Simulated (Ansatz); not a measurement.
Species: GaF, net charge 0, singlet state. SMILES: [F][Ga]
Geometry: optimised at B3LYP-D3(BJ)/def2-TZVP (Ansatz, an electronic-structure program).

Quantity: atomisation energy (electronic, to ground-state atoms), in kcal/mol. Cores are frozen in the correlated levels unless marked. UHF or UKS for open shells. No spin-orbit coupling. Frozen are the shells of the preceding noble gas and the d and f shells that filled before the atom's block. Non-relativistic. The coupled-cluster limit lacks core correlation, which all-electron functionals hold. CBS marks a two-point X^-3 extrapolation of the correlation energy; Hartree-Fock from the larger set (for Q and 5 zeta extrapolated as (X+1)exp(-9√X)).

```
level     program  atomisation energy (kcal/mol)
--------  -------  -----------------------------
HF/6-31G   Ansatz                           91.3
```

**Question.** What does CCSD(T)/CBS(cc-pVQZ,cc-pV5Z) (Ansatz) give?

**Answer.** 143.3 kcal/mol, so HF/6-31G differs from it by -52.0 kcal/mol.
